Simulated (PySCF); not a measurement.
Mayer bond orders and bond lengths

C7H14N3 (charge +1).
Numbering: `[CH3:1][CH2:2][c:3]1[c:4]([CH3:5])[n:6]([CH3:7])[n:8][n+:9]1[CH3:10]` (hydrogens: H11, H12, H13 on C1; H14, H15 on C2; H16, H17, H18 on C5; H19, H20, H21 on C7; H22, H23, H24 on C10)

Geometry (GFN2-xTB, Å), atoms numbered from 1 in this order:
```xyz
24
C7H14N3 angstrom
C      2.4758   -0.7796    0.8321
C      1.8989   -0.1032   -0.4174
C      0.4581    0.1989   -0.2360
C     -0.6651   -0.5837   -0.4657
C     -0.8150   -1.9482   -1.0067
N     -1.7126    0.1816   -0.0752
C     -3.1018   -0.1638   -0.1016
N     -1.3197    1.3402    0.3672
N     -0.0216    1.3575    0.2772
C      0.7140    2.5175    0.6886
H      3.5274   -0.9959    0.6731
H      2.3882   -0.1392    1.7061
H      1.9599   -1.7142    1.0357
H      2.4473    0.8164   -0.6246
H      2.0167   -0.7691   -1.2731
H     -1.4119   -1.9369   -1.9182
H      0.1575   -2.3741   -1.2326
H     -1.3198   -2.5922   -0.2874
H     -3.2874   -1.0287    0.5363
H     -3.4126   -0.4036   -1.1188
H     -3.6705    0.6880    0.2647
H      0.0046    3.2385    1.0898
H      1.4422    2.2550    1.4556
H      1.2356    2.9586   -0.1618
```

Bond orders from the PBE0/pcSseg-1 density (PySCF). The structure is a single GFN2-xTB conformer in the gas phase; no vibrational or solvent corrections.

(1) Where do the orders between heavy atoms depart from those drawn in the SMILES?

(2) Give the Mayer order of every bond between heavy atoms, beside its length.

Answers

(1) The largest departure is 0.455, at N9–C3 (drawn aromatic, 1.045), counting aromatic bonds as 1.5. The bonds drawn aromatic range from 1.04 to 1.48.

(2) 
```json
{"bond": "C1–C2", "drawn as": "single", "length (Å)": "1.534", "Mayer order": "1.031"}
{"bond": "C2–C3", "drawn as": "single", "length (Å)": "1.483", "Mayer order": "1.069"}
{"bond": "C3–C4", "drawn as": "aromatic", "length (Å)": "1.388", "Mayer order": "1.479"}
{"bond": "C4–C5", "drawn as": "single", "length (Å)": "1.475", "Mayer order": "1.120"}
{"bond": "C4–N6", "drawn as": "aromatic", "length (Å)": "1.355", "Mayer order": "1.049"}
{"bond": "N6–C7", "drawn as": "single", "length (Å)": "1.432", "Mayer order": "0.892"}
{"bond": "N6–N8", "drawn as": "aromatic", "length (Å)": "1.301", "Mayer order": "1.280"}
{"bond": "N8–N9", "drawn as": "aromatic", "length (Å)": "1.301", "Mayer order": "1.282"}
{"bond": "N9–C10", "drawn as": "single", "length (Å)": "1.434", "Mayer order": "0.890"}
{"bond": "N9–C3", "drawn as": "aromatic", "length (Å)": "1.355", "Mayer order": "1.045"}
```

By pair of heavy elements: C–C: lowest C1–C2 (1.031, 1.534 Å), highest C3–C4 (1.479, 1.388 Å). C–N: lowest N9–C10 and N6–C7 (0.890, 1.434 Å), highest C4–N6 (1.049, 1.355 Å). N–N: all 2 within 0.02 of one another (1.280 to 1.282). Bonds named together lie within 0.004.

Question: And the bonds to hydrogen?

Answer: C–H: 0.90 to 0.96 (14 bonds).

Question: Sum the orders of all bonds at each heavy atom with more than one neighbour and set the sums beside the valence in the SMILES.

Answer: C1 3.913 (drawn 4), C2 3.925 (drawn 4), C3 3.593 (drawn 4), C4 3.648 (drawn 4), C5 3.880 (drawn 4), N6 3.221 (drawn 3), C7 3.723 (drawn 4), N8 2.562 (drawn 3), N9 3.217 (drawn 4), C10 3.716 (drawn 4). Orders between atoms that aren't bonded are not in these sums.

The Mayer order sums products of elements of PS (density times overlap matrix) between the two atoms' basis functions, so it depends on the basis set.
